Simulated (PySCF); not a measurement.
Isomers of C6H7FN2, one GFN2-xTB conformer each. Single-point energies are computed at PBE0/pcSseg-1 (PySCF, gas phase, no added dispersion term), electronic only.

```json
{"SMILES": "NCc1ccc(F)nc1", "GFN2-xTB relative energy (kcal/mol)": "0.0"}
{"SMILES": "C=CCn1cc(F)cn1", "GFN2-xTB relative energy (kcal/mol)": "14.0"}
{"SMILES": "Fc1ccnn1C1CC1", "GFN2-xTB relative energy (kcal/mol)": "5.9"}
```

Conformers: `[NH2:1][CH2:2][c:3]1[cH:4][cH:5][c:6]([F:7])[n:8][cH:9]1` with H–N1–C2–C3 -59° and 60°, N1–C2–C3–C4 82°; `[CH2:1]=[CH:2][CH2:3][n:4]1[cH:5][c:6]([F:7])[cH:8][n:9]1` with C1–C2–C3–N4 131°, C2–C3–N4–C5 -71°; `[F:1][c:2]1[cH:3][cH:4][n:5][n:6]1[CH:7]1[CH2:8][CH2:9]1` with N5–N6–C7–C8 -34°.

Task: What does PBE0/pcSseg-1 give for the same structures?

Result: 
```json
{"SMILES": "NCc1ccc(F)nc1", "PBE0/pcSseg-1 E (Eh)": "-441.64846", "PBE0/pcSseg-1 (kcal/mol)": "0.0", "GFN2-xTB (kcal/mol)": "0.0", "point group": "C1"}
{"SMILES": "Fc1ccnn1C1CC1", "PBE0/pcSseg-1 E (Eh)": "-441.59346", "PBE0/pcSseg-1 (kcal/mol)": "34.5", "GFN2-xTB (kcal/mol)": "5.9", "point group": "Cs"}
{"SMILES": "C=CCn1cc(F)cn1", "PBE0/pcSseg-1 E (Eh)": "-441.59251", "PBE0/pcSseg-1 (kcal/mol)": "35.1", "GFN2-xTB (kcal/mol)": "14.0", "point group": "C1"}
```

Both levels put the same isomer lowest; measured from each level's own lowest isomer, the values differ by up to 28.6 kcal/mol (Fc1ccnn1C1CC1: 5.9 against 34.5). As drawn, the lowest has an N–H bond, which the highest lacks; the highest has an N–N linkage and a C=C bond outside aromatic rings, which the lowest lacks. Neighbours under 2.5 kcal/mol apart (Fc1ccnn1C1CC1 and C=CCn1cc(F)cn1) can change places with a better method, another conformer or zero-point energy.

Task: Which frontier levels, dipoles and rotational constants go with these structures?

Result: 
```json
{"SMILES": "NCc1ccc(F)nc1", "HOMO (eV, PBE0/pcSseg-1)": "-6.98", "LUMO (eV)": "-1.16", "dipole (D)": "2.62", "A, B, C (MHz)": "4630, 963.4, 854.7"}
{"SMILES": "Fc1ccnn1C1CC1", "HOMO (eV, PBE0/pcSseg-1)": "-7.09", "LUMO (eV)": "0.53", "dipole (D)": "0.96", "A, B, C (MHz)": "3028, 1432, 1053"}
{"SMILES": "C=CCn1cc(F)cn1", "HOMO (eV, PBE0/pcSseg-1)": "-7.05", "LUMO (eV)": "-0.19", "dipole (D)": "2.73", "A, B, C (MHz)": "4118, 917.7, 797.4"}
```
